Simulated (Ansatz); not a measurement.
Cost and result for the atomization energy of `CB1CC1` (11 atoms, 11 bonds).

```xyz
11

C    -1.254   -0.947   -0.690
B    -0.156   -0.064   -0.067
C     0.604    0.418    1.167
C     1.025    0.888   -0.244
H    -0.776   -1.920   -0.882
H    -2.096   -1.147   -0.025
H    -1.615   -0.590   -1.657
H     1.281   -0.252    1.692
H     0.161    1.157    1.828
H     0.853    1.932   -0.493
H     1.973    0.524   -0.630
```

Total charge 0; spin multiplicity 1. Geometry: relaxed with PBE0-D4/def2-TZVP. Program: Ansatz. All runs use 2 threads of an AMD EPYC 7B13 on a shared host. Times are those of one run each, without the atoms' runs, and a repeat can differ threefold. Electronic energies, without spin–orbit coupling; frozen cores. CCSD(T)/CBS adds CCSD(T) − MP2 in def2-TZVPP to the MP2 limit, and its time is that of the two runs behind it. T1 = 0.010. B3LYP takes the VWN-RPA correlation (the form of Gaussian; ORCA's B3LYP/G).

CCSD(T)/CBS is a level of theory with its own doubt, some kJ/mol a heavy atom from the limit and from the frozen cores, so smaller differences don't rank the functionals.

| level | functions | wall time | atomization (kJ/mol) | difference from CCSD(T)/CBS | per bond |
| --- | --- | --- | --- | --- | --- |
| LDA (SPW92)/def2-TZVPP | 222 | 1.1 s | 4918.3 | 604.6 | 55.0 |
| BLYP-D4/def2-TZVPP | 222 | 2 s | 4316.7 | 3.0 | 0.3 |
| PBE0-D4/def2-TZVPP | 222 | 2.7 s | 4382.9 | 69.2 | 6.3 |
| CAM-B3LYP-D4/def2-TZVPP | 222 | 2.9 s | 4362.7 | 49.0 | 4.5 |
| CCSD(T)/def2-SVP | 91 | 3 s | 4158.5 | -155.2 | -14.1 |
| r2SCAN-D4/def2-TZVPP (with forces) | 222 | 3.9 s | 4365.4 | 51.7 | 4.7 |
| B3LYP-D4/def2-TZVPP (with forces) | 222 | 4.3 s | 4345.5 | 31.8 | 2.9 |
| PBE-QIDH/def2-TZVPP | 222 | 4.4 s | 4344.4 | 30.7 | 2.8 |
| B2PLYP/def2-TZVPP | 222 | 4.7 s | 4301.4 | -12.3 | -1.1 |
| ωB97M-V/def2-TZVPP (with forces) | 222 | 9 s | 4354.5 | 40.8 | 3.7 |
| MP2/def2-QZVPP | 438 | 28 s | 4333.8 | 20.1 | 1.8 |
| CCSD(T)/def2-TZVPP | 222 | 68 s | 4225.4 | -88.3 | -8.0 |
| CCSD(T)/CBS(def2) | – | 96 s | 4313.7 | 0.0 | 0.0 |

The D4 term adds +24.7 kJ/mol with B3LYP and +12.9 kJ/mol with PBE0; it sums over pairs of atoms, weighted by their polarisabilities, and B3LYP, whose exchange is more repulsive, gets the larger term. Leaving LDA and LC-ωPBE aside and taking each functional with its dispersion term where it has one, the values, not all of them listed here, spread over 175.3 kJ/mol, from BHLYP-D4 to PBE-D4. LDA lies +504.6 kJ/mol from PBE without D4, its usual overbinding. From PBE to PBE0 (25 % exact exchange), in def2-TZVPP and without D4, the atomization energy moves by −43.8 kJ/mol: exact exchange takes away binding that semilocal exchange gives to molecules.
